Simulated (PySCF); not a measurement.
A structure optimised at B3LYP-D3(BJ)/def2-SVP, used in a PySCF frequency run:

```
Sn
H 1 1.7123
H 1 1.7123 2 111.64
H 1 1.7123 2 111.64 3 125.75
C 1 2.2150 2 107.20 3 -117.13
F 5 1.3482 1 111.73 2 -60.00
F 5 1.3482 6 107.12 1 -122.67
F 5 1.3482 6 107.12 7 -114.66
```
Charge 0, spin multiplicity 1.

Question: Write its SMILES, formula and point group.

Answer: F[C](F)(F)[SnH3], CH3F3Sn, C3v

Question: What are its rotational constants (standard atomic weights)?

Answer: 5.1837, 1.4082, 1.4082 GHz
